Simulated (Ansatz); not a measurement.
Na6Cd⁺. The state is a doublet with charge 1. Geometry PBE/def2-SVP; atoms count from 1.

```xyz
7

Cd   -1.766   -0.473    0.427
Na    0.153   -1.866   -1.629
Na   -1.509    1.502   -1.889
Na    1.461    0.782    0.556
Na    0.584   -2.047    2.292
Na   -0.819    1.116    3.151
Na    1.896    0.987   -2.908
```

In the def2 sets Cd takes a core potential; there is no spin–orbit coupling. Another isomer (doublet) lies 0.12 eV lower at PBE0/def2-TZVP; other spin states weren't run for this one.

**Question.** Estimate the Mulliken populations from the PBE0/def2-TZVP orbitals of Ansatz.

**Answer.** 
```
atom  charge (e)  spin (α − β)  d electrons
 Cd1       -0.05          0.23         9.97
 Na2        0.17          0.30            –
 Na3        0.23          0.16            –
 Na4        0.30          0.07            –
 Na5        0.14          0.12            –
 Na6        0.15          0.17            –
 Na7        0.06         -0.05            –
```
Mulliken values and Mayer orders depend strongly on the basis.

**Question.** Where does the spin sit?

**Answer.** Summed by element: Cd 0.23, Na 0.77, of 1 unpaired in all. Largest on single atoms: Na2 0.30, Cd1 0.23, Na6 0.17.

**Question.** And the Mayer bond orders between bonded heavy atoms (over 0.3)?

**Answer.** Cd1–Na2 0.31 (3.14 Å); Cd1–Na3 0.38 (3.05 Å); Cd1–Na6 0.33 (3.29 Å); Na3–Na7 0.30 (3.59 Å); Na5–Na6 0.33 (3.56 Å).
